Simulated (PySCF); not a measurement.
AlH2I, SMILES [AlH2][I].

Geometry optimised at PBE-D3(BJ)/def2-TZVP. The def2 effective core potentials stand for the cores of I; spin–orbit coupling is left out.

Vertical ionisation energy (IE) and electron affinity (EA) in eV. Rows of orbital energies are one-electron estimates. Where ΔSCF, EOM or ADC give a negative EA the extra electron is unbound and the value depends on the basis.

| level | IE | EA |
|---|---|---|
| −ε(HOMO), −ε(LUMO), M06-2X/def2-TZVPD (PySCF) | 8.77 | 1.34 |
| −ε(HOMO), −ε(LUMO), HF/def2-TZVPD (PySCF) | 10.15 | -0.66 |
